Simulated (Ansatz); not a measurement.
Calculated with Ansatz (gas phase, PBE0-D4/def2-TZVP geometries, no zero-point term in ΔE). CCSD(T)/CBS is the MP2 limit (def2-TZVPP, def2-QZVPP) plus CCSD(T) − MP2 in def2-TZVPP, frozen cores. This one scheme is used for every species. Functionals use def2-TZVPP. B3LYP here is the variant with VWN-RPA as its local correlation; programs differ in this. HSE06 is defined as in plane-wave codes. Each species was taken in one conformer, which may not be the lowest.

`C=C[SiH](O)F` → `C=C` + `O[Si]F`  (silylene formation by 1,1-elimination)

`C=C[SiH](O)F`:

```xyz
10

C    -0.743    1.428   -0.279
C    -0.533    0.484    0.635
Si    0.671   -0.896    0.384
O     1.064   -1.079   -1.190
F    -0.019   -2.223    0.952
H    -0.213    1.431   -1.228
H    -1.444    2.243   -0.123
H    -1.087    0.540    1.571
H     1.949   -0.727    1.101
H     0.354   -1.200   -1.823
```

`C=C`:

Z-matrix (Å, degrees):
```
C
C 1 1.323
H 1 1.085 2 121.7
H 1 1.085 2 121.7 3 -180.0
H 2 1.085 1 121.7 3 -0.0
H 2 1.085 1 121.7 3 -180.0
```

`O[Si]F`:

Cartesian coordinates in Å:
```
O 0.707 0.541 -0.424
Si 0.112 -0.983 -0.353
F -1.119 -0.803 0.685
H 0.300 1.245 0.092
```

```tsv
level	ΔE (kJ/mol)	difference from CCSD(T)/CBS
LDA (SPW92)	156.6	10.8
PBE-D4	134.2	-11.6
BLYP-D4	118.6	-27.2
B3LYP-D4	134.6	-11.2
BHLYP-D4	152.8	7.0
PBE	125.2	-20.6
BLYP	99.7	-46.1
r2SCAN0	162.5	16.7
HSE06	143.6	-2.2
HF/def2-SVP	142.8	-3.0
CCSD(T)/def2-SVP	131.3	-14.5
SCS-MP2/def2-TZVPP	147.4	1.6
CCSD(T)/def2-TZVPP	142.1	-3.7
HF/def2-QZVPP	142.8	-3.0
MP2/def2-QZVPP	157.5	11.7
MP2/CBS(def2)	159.2	13.4
CCSD(T)/CBS	145.8	0
```

(1) What do rigid-rotor, harmonic-oscillator terms from PBE0-D4/def2-TZVP frequencies (298.15 K, 1 bar) make of the CCSD(T)/CBS value? (Estimate.)

Largest T1 diagnostic among the species: 0.015.

Results:

(1) The calculation gave: ΔZPE = -4.0 kJ/mol, ΔH = +144.5 kJ/mol, ΔS = 152 J/(mol·K), ΔG = +99.2 kJ/mol.

At CCSD(T), def2-SVP lies −14.5 kJ/mol from the extrapolated value and def2-TZVPP −3.7 kJ/mol. From BLYP to BHLYP (50 % exact exchange), in def2-TZVPP and without D4, ΔE moves by +41.7 kJ/mol. Leaving LDA and LC-ωPBE aside and taking each functional with its dispersion term where it has one, the values, not all of them listed here, spread over 46.6 kJ/mol, from BLYP-D4 to r2SCAN0-D4. LDA lies +31.4 kJ/mol from PBE without D4.

CCSD(T)/CBS has its own doubt, a few kJ/mol and more with outer-core shells, so smaller differences from it don't rank the levels.
